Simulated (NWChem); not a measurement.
## Basis-set dependence for FOS

```xyz
3

O      0.4856    -1.2339     0.0000
S     -0.4610    -0.1064     0.0000
F      0.3879     1.2859     0.0000
```
Charge 0, spin multiplicity 2.

Program: NWChem. The geometry was optimised at UPBE0/def2-SVP, a minimum by its harmonic frequencies.

Hartree-Fock energies in Ha, correlation energies in mHa.

The correlated methods keep 7 core orbitals frozen. The structure started from a generated list of species. The unpaired electrons of the parent sit in orbitals of symmetry a" (Cs labels of the run); other states weren't searched. The stability of the SCF solutions was not checked. Open-shell Hartree-Fock references start from PBE0 orbitals.

```
basis    functions         UHF    UMP2  SCS-UMP2  URI-MP2
-------  ---------  ----------  ------  --------  -------
3-21G           31  -568.79553  -283.9    -273.7  not run
cc-pVDZ         46  -571.76477  -493.6    -473.4   -493.7
cc-pVTZ         94  -571.86661  -650.1    -630.0   -650.2
cc-pVQZ        169  -571.89087  -707.9    -691.6   -708.0
```

From cc-pVTZ to cc-pVQZ the Hartree-Fock energy moves by -24.3 mHa and the UMP2 correlation energy by -57.9 mHa, which is 8 % of its value in the larger set.
